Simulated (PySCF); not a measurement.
C₂H₆N₂OSi, SMILES N[Si@@H]1COC=N1. Geometry optimised at B3LYP-D3(BJ)/def2-SVP. The structure was generated by enumeration; whether it is a known compound was not checked. Other conformers were not sampled.

These are PySCF with B3LYP-D3(BJ)/def2-SVP values and carry that method's errors.

Harmonic wavenumbers (cm⁻¹): 126, 161, 270, 282, 412, 462, 490, 627, 663, 721, 780, 810, 863, 888, 929, 947, 992, 1114, 1201, 1260, 1360, 1446, 1547, 1689, 2255, 3056, 3110, 3123, 3567, 3659. Rotational constants (GHz): 5.788, 2.478, 2.009; symmetry number 1.

Q: Work out the zero-point energy and the ideal-gas rigid-rotor harmonic-oscillator thermochemistry at 298.15 K and 1 atm.

A: ZPE = ½ Σ hcν = ½ × 38811 cm⁻¹ = 55.48 kcal/mol. H − E(el) = 60.28 kcal/mol. Entropy in cal/(mol K): translation 39.78, rotation 26.81, vibration 13.32, total 79.91. G − E(el) = 36.45 kcal/mol. Cp = 26.55 cal/(mol K). Modes under 150 cm⁻¹ make the vibrational entropy uncertain.
